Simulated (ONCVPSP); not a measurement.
**Before and after: ONCV potential for As (Z = 33)**

ONCVPSP 4.0.1 input, shortened (lines: element, Z, core and valence counts, functional; n l f; lmax; l rc ep ncon nbas qcut; lloc lpopt rc5 dvloc0; l nproj debl; icmod fcfact rcfact), Wu-Cohen, scalar-relativistic:

```
  As 33.00    6    2  -118130      upf
    1    0    2.00
    2    0    2.00
    2    1    6.00
    3    0    2.00
    3    1    6.00
    3    2   10.00
    4    0    2.00
    4    1    2.00
    2
    0    1.70    0.00    5    8    3.50
    1    1.50    0.00    3    6    5.90
    2    1.90    0.10    3    7    5.90
    4    5    1.30    0.00
    0    3    2.90
    1    2    0.80
    2    1    3.10
    3    4.75    1.30
```

Change: all radii but the core radius scaled by about 1.28 (s 2.18, p 1.92, d 2.42 bohr); local potential polynomial inside 1.66 bohr (lpopt 5, dvloc0 0 Ha).

Cutoffs: the cutoffs (Ha) at which the residual kinetic energy of the hardest occupied pseudo-wave falls to 1 and 0.1 mHa per electron; they do not see the model core or the augmentation charge, which bear on the density cutoff. Errors are all-electron minus pseudo energies relative to the spin-unpolarised reference configuration.

Question: What does the change do?

Answer: The potential gets softer (36 Ha and 50 Ha → 23 Ha and 32 Ha); of the 4 tests that both files solve, the error grows in 0 and shrinks in 2 by more than 15 % and 0.3 meV (median size 4.5 → 3.4 meV); neither file shows a bound ghost. A larger radius leaves more room for a smooth pseudo-wave, so fewer plane waves are needed.

```csv
quantity,base,changed
"cutoff, loose",36 Ha,23 Ha
"cutoff, tight",50 Ha,32 Ha
loose cutoff by channel,"s 36 Ha, p 9.4 Ha","s 23 Ha, p 9.9 Ha"
bound ghosts,none,none
GHOST(+) flags under 300 eV,s at 196.6 eV,none
"error for 4s2 4p3, meV [ΔE -9.17 eV]",+0.6,+0.4
"error for 4s2 4p1, meV [ΔE 17.98 eV]",-8.3,-6.4
"error for 4s2 4p0, meV [ΔE 45.76 eV]",-49,-41
"error for 4s2 4p2.5, meV [ΔE -5.61 eV]",+0.6,+0.4
"rms error of d²Exc/dni dnj with the model core, mHa",1.09,0.71
```
